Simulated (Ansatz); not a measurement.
C₂H₈AlFSi, relaxed with RKS PBE0-D4/def2-TZVP in Ansatz from a PBE-D4/def2-SVP geometry. The force threshold is 0.005 eV/Å; the program also tests the step.

Total charge 0; spin multiplicity 1. The bonds changed during the relaxation, so this is another structure than the one it started from.

Start:

```xyz
13

F    -1.911    0.562    1.193
C    -0.851    0.183   -0.050
Al   -0.905    2.068    0.570
C     0.067   -0.870    0.430
Si    1.387   -1.172   -0.929
H    -1.576   -0.171   -0.809
H    -1.845    3.111   -0.191
H     0.205    2.473    1.648
H    -0.421   -1.848    0.642
H     0.646   -0.550    1.324
H     2.256   -2.311   -0.477
H     2.220    0.062   -1.122
H     0.726   -1.537   -2.229
```

(1) How much energy does the relaxation release, and in how many steps? (Estimate.)

(2) Which bonds change most? (Estimate.)

(3) Give the relaxed structure. (Best estimate.)

Answers

(1) The calculation gave: 4.28 kJ/mol, in 7 steps.

(2) The calculation gave: F1–Al3 from 1.915 to 1.875 Å; C2–Al3 from 1.985 to 1.963 Å; C4–Si5 from 1.918 to 1.897 Å; Si5–H11 from 1.503 to 1.484 Å.

(3) Computed: 
```xyz
13

F    -1.883    0.565    1.177
C    -0.827    0.188   -0.053
Al   -0.908    2.047    0.571
C     0.075   -0.864    0.426
Si    1.375   -1.171   -0.922
H    -1.544   -0.158   -0.796
H    -1.841    3.078   -0.187
H     0.180    2.470    1.645
H    -0.419   -1.821    0.631
H     0.641   -0.554    1.311
H     2.233   -2.298   -0.480
H     2.202    0.045   -1.119
H     0.715   -1.528   -2.205
```
